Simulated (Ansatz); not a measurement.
Mulliken charges of CH$_{3}$BOS (`SC1BO1`) from r2SCAN/def2-TZVPP in Ansatz (PBE0-D4/def2-TZVP geometry).

```tsv
atom	x (Å)	y (Å)	z (Å)	charge (e)
S1	-1.484	0.694	-0.788	-0.113
C2	-0.376	0.121	0.455	0.080
B3	1.012	-0.430	0.223	0.051
O4	0.057	-1.333	0.388	-0.223
H5	-0.582	0.915	-1.759	0.091
H6	-0.739	0.366	1.448	0.089
H7	2.172	-0.401	-0.012	0.025
```

By hand: the dipole of these point charges (1 e Å = 4.8032 D).

Σ q r = (0.112, 0.312, 0.019) e Å, of length 0.332 e Å = 1.59 D.

How does the dipole of the full density compare? (Best estimate.)

Ansatz gave: (0.271, 0.209, 0.014) e Å, 1.65 D; the point charges give 0.96 times that, at 33° from its direction.

Point charges leave out the atoms' own dipoles, such as those of lone pairs, and Mulliken's split depends on the basis, so the two needn't agree.
